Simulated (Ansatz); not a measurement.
`[SH][SnH2][Cl]` + HBr → `[Cl][SnH2][Br]` + H₂S at 298.15 K and 1 bar (ligand exchange at the Sn–S bond).

Program: Ansatz. Geometries: PBE0-D4/def2-TZVP. ΔE: electronic, gas phase. CCSD(T)/CBS is the MP2 limit (def2-TZVPP, def2-QZVPP) plus CCSD(T) − MP2 in def2-TZVPP, frozen cores. This one scheme is used for every species. Elements past krypton have def2 core potentials. For Br, Sn outer-core shells are correlated without core-valence functions, which leaves a few kJ/mol of doubt a bond. Scalar relativity is left out up to krypton. Each species was taken in one conformer, which may not be the lowest.

```tsv
species	CCSD(T)/CBS energy (Eh)	H − E (kJ/mol)	S (J/(mol·K))
`[SH][SnH2][Cl]`	-1073.44145	81.1	334.6
HBr	-2573.91920	24.6	198.6
`[Cl][SnH2][Br]`	-3248.40375	57.5	331.9
H₂S	-398.97279	49.9	205.7
```

H − E and S are ideal-gas, rigid-rotor, harmonic terms from PBE0-D4/def2-TZVP, for one conformer and one mirror image of each species. 1 Eh = 2625.50 kJ/mol, R = 8.31446 J/(mol·K).

Task: By hand: ΔE, ΔH, ΔS and ΔG.

Result: ΔE = (-3248.40375) + (-398.97279) − (-1073.44145) − (-2573.91920) = -0.01589 Eh = -41.7 kJ/mol. Δ(H − E) = 57.5 + 49.9 − 81.1 − 24.6 = 1.7, so ΔH = -40.0 kJ/mol. ΔS = 331.9 + 205.7 − 334.6 − 198.6 = 4.4 J/(mol·K). ΔG = -40.0 − 298.15 × (4.4)/1000 = -41.3 kJ/mol.

Task: By hand: the equilibrium constant, and the temperature at which ΔG would vanish if ΔH and ΔS stayed fixed.

Result: log₁₀ K = −ΔG/(RT ln 10) = 7.2. ΔH and −TΔS have one sign here, so there is no such temperature. One of them is within its doubt of zero, so this could turn.

The number of gas molecules stays the same, so ΔS is small and ΔH decides. A doubt of 5 kJ/mol in ΔE shifts log₁₀ K by 0.9 here. Other conformers and mirror images would add mixing entropy, several J/(mol·K) or more a flexible species. These are equilibria of isolated gas molecules and say nothing of rates. Largest T1 diagnostic: 0.012 (customary marks: 0.02 for closed shells, 0.045 for open ones).
